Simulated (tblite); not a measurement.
C₄H₅FNP.
Bonds: C1–C2, C2–N3 (aromatic), N3–C4 (aromatic), C4–F5, C4–C6 (aromatic), C6–P7 (aromatic), C2–P7 (aromatic). Hydrogens: H8, H9, H10 on C1; H11 on N3; H12 on C6.

The geometry is computed with GFN2-xTB (gas phase).

(1) Give the optimised bond lengths and angles.

Answers

(1) 
```csv
bond,length (Å)
C1–C2,1.489
C2–N3,1.363
N3–C4,1.352
C4–F5,1.342
C4–C6,1.354
C6–P7,1.766
C2–P7,1.724
"C1–H8, C1–H9, C1–H10",1.090
N3–H11,1.010
C6–H12,1.073
```

Bonds in one row agree within 0.01 Å and their mean is given. A selection of angles:
```csv
angle,degrees
C2–C1–H8,110.9
C2–C1–H10,109.6
H8–C1–H9,108.1
H8–C1–H10,108.6
C1–C2–N3,119.3
C1–C2–P7,128.2
N3–C2–P7,112.5
C2–N3–C4,112.9
C2–N3–H11,124.2
C4–N3–H11,122.9
N3–C4–F5,117.1
N3–C4–C6,115.0
F5–C4–C6,127.9
C4–C6–P7,110.3
C4–C6–H12,124.4
P7–C6–H12,125.3
C2–P7–C6,89.4
```

The 7 heavy atoms lie in one plane (0.002 Å rms). The 5-membered ring C2–N3–C4–C6–P7 has internal angles of 89.4° to 115.0°; it is planar, 0.00 Å rms from its mean plane, widest ring torsion 0°. The C–P distances run from 1.724 Å (C2–P7, aromatic) to 1.766 Å (C6–P7, aromatic), a spread of 0.042 Å. The C–C distances run from 1.354 Å (C4–C6, aromatic) to 1.489 Å (C1–C2, drawn single), a spread of 0.135 Å. N3 (pyrrole-type nitrogen) is planar (angles 124.2°, 122.9° and 112.9°, sum 360.0°, 0.00 Å off the plane of its three neighbours).

Point group: Cs (every atom within 0.08 Å of its image). Its GFN2-xTB frequencies are all real (lowest 116 cm⁻¹).
